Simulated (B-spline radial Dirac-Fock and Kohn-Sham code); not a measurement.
**Dipole and non-dipole photoemission parameters of Cl⁵⁺ 3s**

System: Cl⁵⁺, [Ne] 3s2; threshold 96.15 eV (orbital energy of the model). Level of theory: Dirac-Hartree-Slater photoionisation with a Latter tail; cross sections with all multipoles, angular parameters from the dipole term and its interference with E2; a radial finite-basis atomic code.

Input file task.json (cfg lists n, l and occupation; rrms is the nuclear radius in fm):

```json
{"items": [{
  "Z": 17,
  "q": 5,
  "cfg": [[1, 0, 2], [2, 0, 2], [2, 1, 6], [3, 0, 2]],
  "A": 35,
  "rrms": 3.3654,
  "do": "xps",
  "hv": [77.1, 80, 100, 150, 200, 219.0, 240.0, 262.0, 305.0, 347.0, 402.0, 603.0, 633.0, 699.0, 800, 855.0, 909.0, 927.0, 984.0, 1160.0, 1486.9, 1580.0, 1880.0, 2550.0, 2940.0, 4000.0, 6870.0, 8047.8, 10200.0, 15000]
}]}
```

Command: `python xray2_run.py task.json out`

For linearly polarised light dσ/dΩ = σ/(4π) [1 + β P₂(cos θ) + (δ + γ cos²θ) sin θ cos φ], with θ from the polarisation vector and φ the angle between the beam and the projection of the electron momentum on the plane normal to the polarisation.

| hν (eV) | σ (kb) | β | γ |
| --- | --- | --- | --- |
| 150 | 236 | 2.000 | 0.095 |
| 200 | 152 | 2.000 | 0.035 |
| 219 | 131 | 2.000 | 0.018 |
| 240 | 111 | 2.000 | 0.003 |
| 262 | 95.8 | 2.000 | -0.009 |
| 305 | 74.9 | 2.000 | -0.026 |
| 347 | 60.1 | 2.000 | -0.035 |
| 402 | 46.2 | 2.000 | -0.037 |
| 603 | 21.5 | 2.000 | -0.003 |
| 633 | 19.6 | 2.000 | 0.005 |
| 699 | 16.2 | 2.000 | 0.024 |
| 800 | 12.5 | 2.000 | 0.057 |
| 855 | 10.9 | 2.000 | 0.075 |
| 909 | 9.68 | 2.000 | 0.093 |
| 927 | 9.31 | 2.000 | 0.100 |
| 984 | 8.25 | 2.000 | 0.120 |
| 1160 | 5.88 | 2.000 | 0.182 |
| 1486.9 | 3.48 | 2.000 | 0.296 |
| 1580 | ? | ? | ? |
| 1880 | 2.07 | 2.000 | 0.428 |
| 2550 | 1.03 | 2.000 | 0.629 |
| 2940 | 0.734 | 2.000 | 0.735 |
| 4000 | 0.346 | 2.000 | 0.990 |
| 6870 | 0.0859 | 2.000 | 1.533 |
| 8047.8 | 0.0562 | 2.000 | 1.720 |
| 10200 | 0.0293 | 2.000 | 2.022 |
| 15000 | 0.00988 | 1.999 | 2.579 |

Q: Give the values at 1580 eV.

A: σ = 3.05 kb, β = 2.000, γ = 0.328. For an s subshell δ is negligible.

Values without a named source are computed, but for edge energies of neutral atoms, which are taken from tables.
